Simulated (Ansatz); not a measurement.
Mulliken charges of C2H6GeSi (`[SiH3][C]1=[CH][GeH2]1`) from ωB97M-V/def2-TZVPP in Ansatz (PBE0-D4/def2-TZVP geometry).

```tsv
atom	x (Å)	y (Å)	z (Å)	charge (e)
Si1	-1.004	1.023	-1.051	0.228
C2	-0.039	-0.167	-0.027	-0.197
C3	0.093	-1.460	0.229	-0.198
Ge4	1.339	-0.499	1.294	0.057
H5	-2.001	0.327	-1.910	-0.035
H6	-1.709	1.973	-0.152	-0.026
H7	-0.067	1.790	-1.912	-0.026
H8	-0.374	-2.377	-0.114	0.139
H9	1.039	-0.234	2.769	0.029
H10	2.807	-0.428	0.876	0.029
```

**Question.** By hand: the dipole of these point charges (1 e Å = 4.8032 D).

**Answer.** Σ q r = (0.012, 0.068, 0.004) e Å, of length 0.069 e Å = 0.33 D.

**Question.** How does the dipole of the full density compare? (An estimate is asked.)

**Answer.** Ansatz gave: (0.050, -0.086, 0.056) e Å, 0.55 D; the point charges give 0.60 times that, at 130° from its direction, so they point the opposite way.

Point charges leave out the atoms' own dipoles, such as those of lone pairs, and Mulliken's split depends on the basis, so the two needn't agree.
